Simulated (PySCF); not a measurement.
C4H9N, SMILES CC(=NC)C. Atoms are numbered in the order given.

```xyz
14

C     -0.1020    -0.9222     1.7082
N      0.5508     0.0600     0.8667
C      0.1049     0.2498    -0.3247
C      0.7887     1.2738    -1.1943
C     -1.0749    -0.4903    -0.9272
H     -0.0782    -1.9475     1.2689
H     -1.1773    -0.6851     1.8878
H      0.3982    -0.9707     2.6960
H      1.1767     0.8058    -2.1249
H      0.0730     2.0618    -1.5142
H      1.6244     1.7387    -0.6403
H     -1.9921    -0.3264    -0.3216
H     -0.8949    -1.5868    -0.9239
H     -1.2855    -0.1765    -1.9667
```

Coordinates come from a PBE-D3(BJ)/def2-SVP optimisation.

Two levels are set side by side: PBE/pcSseg-1 (PySCF) and HF/pcSseg-1 (PySCF). GIAO shifts against NH3 (¹⁵N), TMS (¹H), TMS (¹³C) at the same level; non-relativistic, no solvent, atoms listed together averaged. Differences are taken from unrounded values.

```json
[
 {"quantity": "δ(¹³C) of C1 (ppm)", "PBE": "44.6"},
 {"quantity": "δ(¹⁵N) of N2 (ppm)", "PBE": "375.0"},
 {"quantity": "δ(¹³C) of C3 (ppm)", "PBE": "177.5"}
]
```

Question: These are the PBE values. What does HF give? (The exact figures need the calculation; the answer reports its results.)

Answer: 
```tsv
quantity	HF	PBE minus HF
δ(¹³C) of C1 (ppm)	39.4	5.3
δ(¹⁵N) of N2 (ppm)	374.2	0.8
δ(¹³C) of C3 (ppm)	183.5	-6.0
```

Rough cost on one machine, each run with all the roots and properties that it gave: HF against PBE within a factor of 2.
